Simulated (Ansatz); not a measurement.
Name a neutral molecule of B, S, Si and H with LUMO energy (PBE/def2-TZVPP) between -3.15 and -2.85 eV and HOMO–LUMO gap (PBE/def2-TZVPP) between 2.85 and 3.15 eV (Ansatz, PBE0-D4/def2-TZVP geometry).

`B1[SiH2]SS1` (-2.95 eV, 2.87 eV). Other molecules can fit too; these were computed, each in one conformer that needn't be the lowest.
